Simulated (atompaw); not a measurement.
Scattering properties, PAW (atompaw) potential for ruthenium

atompaw 4.2.0.5 input, output lines left out:

```
Ru 44
GGA-PBESOL scalarrelativistic loggrid 1500 logderivrange -7 5 301
5 5 4 0 0 0
5 0 0
5 1 0
4 2 8
0 0 0
c
c
c
v
v
c
c
v
v
c
v
2
2.25 1.75 1.70 1.25
n
n
y
0.25
n
custom polynom vanderbiltortho besselshape
3 -0.5 troulliermartins
1.75
2.25
1.40
2.25
2.25
2.25
```

The phase is arctan(r·u′/u) with u = r·R(r), unwrapped; energies in Ry, scanned from -7 to 5 Ry. A pole is an energy at which the radial function vanishes at the test radius. The pseudo phase is shifted by a multiple of π to meet the all-electron one at the reference energy, and phase errors are pseudo minus all-electron; the curves can meet again beyond the range given. Levels narrower than the energy grid can be missing from the lists of poles.

Problem. For each channel, where are the poles, and over which energies does the pseudopotential scatter like the atom?

Solution.

```tsv
channel	radius (bohr)	reference energy (Ry)	poles, all-electron	poles, pseudo	unbroken range about the reference energy with phases within 0.05 rad	phase error 1 Ry above the reference energy (rad)
s	2.26	-0.25	-5.32, 4.42	-5.33, 3.33	below 2.8	-0.018
p	2.26	-0.03	-3.03	-3.03, 4.28	below 1.3	-0.013
d	2.26	-0.23	0.52	0.52	the whole range	-0.000
```

Phases in the p channel:

```json
{"E (Ry)": "-7.00", "all-electron": "1.388", "pseudo": "1.387"}
{"E (Ry)": "-6.52", "all-electron": "1.379", "pseudo": "1.378"}
{"E (Ry)": "-6.04", "all-electron": "1.369", "pseudo": "1.368"}
{"E (Ry)": "-5.56", "all-electron": "1.356", "pseudo": "1.354"}
{"E (Ry)": "-5.08", "all-electron": "1.338", "pseudo": "1.336"}
{"E (Ry)": "-4.60", "all-electron": "1.311", "pseudo": "1.310"}
{"E (Ry)": "-4.12", "all-electron": "1.262", "pseudo": "1.260"}
{"E (Ry)": "-3.64", "all-electron": "1.080", "pseudo": "1.077"}
{"E (Ry)": "-3.16", "all-electron": "-1.422", "pseudo": "-1.422"}
{"E (Ry)": "-2.68", "all-electron": "-1.703", "pseudo": "-1.704"}
{"E (Ry)": "-2.20", "all-electron": "-1.771", "pseudo": "-1.772"}
{"E (Ry)": "-1.72", "all-electron": "-1.817", "pseudo": "-1.818"}
{"E (Ry)": "-1.24", "all-electron": "-1.862", "pseudo": "-1.863"}
{"E (Ry)": "-0.76", "all-electron": "-1.915", "pseudo": "-1.915"}
{"E (Ry)": "-0.28", "all-electron": "-1.986", "pseudo": "-1.986"}
{"E (Ry)": "0.20", "all-electron": "-2.094", "pseudo": "-2.094"}
{"E (Ry)": "0.68", "all-electron": "-2.279", "pseudo": "-2.283"}
{"E (Ry)": "1.16", "all-electron": "-2.644", "pseudo": "-2.670"}
{"E (Ry)": "1.64", "all-electron": "-3.300", "pseudo": "-3.390"}
{"E (Ry)": "2.12", "all-electron": "-3.915", "pseudo": "-4.021"}
{"E (Ry)": "2.60", "all-electron": "-4.240", "pseudo": "-4.334"}
{"E (Ry)": "3.08", "all-electron": "-4.409", "pseudo": "-4.497"}
{"E (Ry)": "3.56", "all-electron": "-4.508", "pseudo": "-4.600"}
{"E (Ry)": "4.04", "all-electron": "-4.573", "pseudo": "-4.678"}
{"E (Ry)": "4.52", "all-electron": "-4.620", "pseudo": "-4.748"}
{"E (Ry)": "5.00", "all-electron": "-4.657", "pseudo": "-4.827"}
```
